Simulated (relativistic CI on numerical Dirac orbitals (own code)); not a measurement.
**Line list: Forbidden lines, Zr6+**

These numbers are calculated, not measured: Dirac-Coulomb-Breit CI, orbitals from a KLI potential per configuration, a model potential for QED, unscaled Slater integrals (own radial code, finite nucleus).

CI space (outside the closed core [Ar] 3d10): 4s²4p⁴, 4s4p⁵, 4s²4p³4d, 4p⁶, 4s4p⁴4d, 4s²4p³4f, 4s²4p³5s, 4s4p⁴4f, 4s²4p³5p, 4p⁵4d, 4s²4p³5d, 4s4p³4d², 4s²4p³6s, 4p⁴4d², 4p³4d³, 4p³4d²4f, 4p³4d²5s. Double excitations out of closed p, d and f shells are left out; levels of such configurations are missing from the list, as are those of other unlisted configurations, and high levels can miss mixing partners. These lack a partner that the ground configuration has and come out too high: 4s²4p³5p, 4s²4p³5d, 4s²4p³6s.

```tsv
λ vac (nm)	Lower	Upper	Type	A (s⁻¹)	gf	Branching (%)
88.660	4s4p⁵ ³P°2 [6]	4s²4p³4d ³G°4 [23]	E2	4.70e+00	4.99e-09	14.4
96.419	4s4p⁵ ³P°2 [6]	4s²4p³4d ³F°4 [21]	E2	1.26e+01	1.59e-08	32.7
138.52	4s4p⁵ ³P°2 [6]	4s²4p³4d ⁵D°4 [14]	E2	5.43e-01	1.41e-09	n/a
194.97	4s²4p³4d ³D°3 [16]	4s²4p³4d ³F°4 [33]	M1	3.54e+01	1.82e-07	5.8
345.38	4s²4p⁴ ³P2 [1]	4s²4p⁴ ¹D2 [4]	M1	7.05e+01	6.31e-07	93.8
457.49	4s²4p³4d ³D°3 [16]	4s²4p³4d ³G°4 [23]	M1	6.72e-01	1.90e-08	2.1
757.48	4s²4p⁴ ³P2 [1]	4s²4p⁴ ³P1 [2]	M1	4.76e+01	1.23e-06	99.9
782.35	4s²4p³4d ³D°3 [16]	4s²4p³4d ³F°4 [21]	M1	4.16e+00	3.44e-07	10.8
```

Terms are leading LS components. Brackets give the number of a level in order of energy, since labels repeat. The list gives strong lines, with weight on those to low levels, among the lowest 200 of 2851 levels, so that lines to higher ones, which can be the strongest, are missing, and without 25 lines that miss the measured interval by over 7 %, start from a term whose rates miss tabulated ones by over 60 %, have gauges far apart or, lacking measured levels, span too small a gap for the errors found; lines with a level outside our table were not tested and can miss by more. Levels whose partners in the same complex of configurations lie outside the list can be far off, and so can their lines. Rates are taken at the computed energies, electric ones in the length gauge.

At this charge configurations can still be misplaced by up to about 7 % of their energy. 51 of the 69 excited levels that our extract of the measured tables holds in this range could be paired (the sources list more); they are missed by 6727 cm⁻¹ on average and 15973 at most, and levels without a partner can miss by more.

LS names give the leading component of a level, which can be under half, so a name can repeat, a term be missing and a line seem to break the LS rules.
